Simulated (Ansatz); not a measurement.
Cost and result for the atomization energy of `[OH][AlH][CH2]O[SiH2]F` (12 atoms, 11 bonds).

Cartesian coordinates in Å:
```
O -1.808 1.546 0.843
Al -1.825 0.406 -0.409
C -0.470 -1.040 -0.442
O 0.554 -0.876 0.553
Si 1.851 0.073 0.344
F 2.812 -0.504 -0.793
H -1.175 1.533 1.559
H -2.975 0.527 -1.484
H -0.965 -1.996 -0.228
H -0.024 -1.178 -1.436
H 2.587 0.090 1.622
H 1.437 1.420 -0.129
```

Total charge 0; spin multiplicity 1. The structure was optimised at the PBE0-D4/def2-TZVP level. It is one conformer, not always the lowest. Program: Ansatz. All runs use 2 threads of an AMD EPYC 7R13 on a shared host and a share of an NVIDIA H100 80 GB. Times are those of one run each, without the atoms' runs, and a repeat can differ threefold. Electronic energies, without spin–orbit coupling; frozen cores. CCSD(T)/CBS adds CCSD(T) − MP2 in def2-TZVPP to the MP2 limit, and its time is that of the two runs behind it. T1 = 0.013. B3LYP takes the VWN-RPA correlation (the form of Gaussian; ORCA's B3LYP/G).

CCSD(T)/CBS is a level of theory with its own doubt, some kJ/mol a heavy atom from the limit and from the frozen cores, so smaller differences don't rank the functionals.

```tsv
level	functions	wall time
ωB97X-V/def2-TZVPP	292	2.7 s
B2PLYP/def2-TZVPP	292	2.8 s
PBE0-D4/def2-TZVPP	292	2.8 s
PBE-D4/def2-TZVPP (with forces)	292	3.1 s
B3LYP-D4/def2-TZVPP (with forces)	292	3.2 s
r2SCAN-D4/def2-TZVPP (with forces)	292	3.5 s
ωB97M-V/def2-TZVPP (with forces)	292	3.8 s
CCSD(T)/def2-TZVPP	292	4.4 s
MP2/def2-QZVPP	548	4.5 s
CCSD(T)/CBS(def2)	–	8.9 s
```

(1) What atomization energy does each give, and how far from CCSD(T)/CBS? (Estimate.)

Answers

(1) Ansatz gave: 
| level | atomization (kJ/mol) | difference from CCSD(T)/CBS | per bond |
| --- | --- | --- | --- |
| ωB97X-V/def2-TZVPP | 4421.0 | -9.0 | -0.8 |
| B2PLYP/def2-TZVPP | 4356.8 | -73.2 | -6.7 |
| PBE0-D4/def2-TZVPP | 4350.1 | -79.9 | -7.3 |
| PBE-D4/def2-TZVPP (with forces) | 4438.3 | 8.3 | 0.8 |
| B3LYP-D4/def2-TZVPP (with forces) | 4387.4 | -42.6 | -3.9 |
| r2SCAN-D4/def2-TZVPP (with forces) | 4413.4 | -16.6 | -1.5 |
| ωB97M-V/def2-TZVPP (with forces) | 4418.8 | -11.2 | -1.0 |
| CCSD(T)/def2-TZVPP | 4299.1 | -130.9 | -11.9 |
| MP2/def2-QZVPP | 4482.3 | 52.3 | 4.8 |
| CCSD(T)/CBS(def2) | 4430.0 | 0.0 | 0.0 |

From PBE to PBE0 (25 % exact exchange), in def2-TZVPP and without D4, the atomization energy moves by −84.5 kJ/mol: exact exchange takes away binding that semilocal exchange gives to molecules. The D4 term adds +40.7 kJ/mol with B3LYP and +21.6 kJ/mol with PBE0; it sums over pairs of atoms, weighted by their polarisabilities, and B3LYP, whose exchange is more repulsive, gets the larger term. In def2-TZVPP, CCSD(T) changes the Hartree–Fock value by +1096.8 kJ/mol (the triples alone add +62.4 kJ/mol) and MP2 by +1200.6 kJ/mol; breaking electron pairs costs correlation energy, which Hartree–Fock lacks.
